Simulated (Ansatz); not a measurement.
Cost and result up the ladder for Hg4S3 (7 atoms). Total charge 0; singlet. Geometry: r2SCAN-D4/def2-SVP.

```xyz
7

Hg    0.8259    0.4360    2.5087
Hg   -0.9040    1.3165   -3.5051
Hg    1.9434   -1.6065    1.1127
Hg   -0.3143   -0.5825   -0.8620
S    -1.4264    1.4035    1.9270
S     1.0943   -2.5253   -1.0385
S    -1.2188    1.5584   -0.1428
```

Ansatz on 4 threads of Arm Neoverse V2 on a shared host. Times are rough, and most runs start from the orbitals of an earlier one. r2SCAN0-D4/def2-TZVP serves as the yardstick here, not as an exact answer. Differences are given only for rows in sets of like size (and for xTB, whose basis is part of the method), since another set adds its own error. Binding counts from free atoms at the same level (Hg singlet, S triplet; other spins of the atoms weren't run), without zero-point energy or a counterpoise term.

In the def2 sets Hg takes a core potential; there is no spin–orbit coupling. Correlated methods freeze 15 core orbitals; core or outer-core shells of Hg are correlated, in sets that lack core-valence functions. Another isomer (singlet) lies 1.31 eV lower at PBE0-D4/def2-TZVP; other spin states weren't run for this one.

Correlated methods converge slowly with the basis.

```csv
level,functions,wall time
PBE-D4/def2-SVP,182,3 s
LDA (SPW92)/def2-TZVP,283,3 s
PBE0-D4/def2-SVP,182,6 s
PBE-D4/def2-TZVP (with forces),283,7 s
HF/def2-TZVP,283,10 s
MP2/def2-TZVP,283,12 s
r2SCAN-D4/def2-TZVP,283,15 s
PBE0-D4/def2-TZVP,283,16 s
RPA@PBE/def2-TZVP,283,21 s
r2SCAN0-D4/def2-TZVP,283,21 s
```

Question: Estimate what each level gives for the binding energy per atom (eV).

Answer: 
| level | binding energy per atom (eV) | difference from r2SCAN0-D4/def2-TZVP (eV) |
| --- | --- | --- |
| PBE-D4/def2-SVP | 1.13 | – |
| LDA (SPW92)/def2-TZVP | 1.63 | 0.54 |
| PBE0-D4/def2-SVP | 1.03 | – |
| PBE-D4/def2-TZVP (with forces) | 1.24 | 0.14 |
| HF/def2-TZVP | 0.27 | -0.82 |
| MP2/def2-TZVP | 1.04 | -0.06 |
| r2SCAN-D4/def2-TZVP | 1.19 | 0.10 |
| PBE0-D4/def2-TZVP | 1.15 | 0.05 |
| RPA@PBE/def2-TZVP | 0.84 | -0.25 |
| r2SCAN0-D4/def2-TZVP | 1.09 | 0.00 |
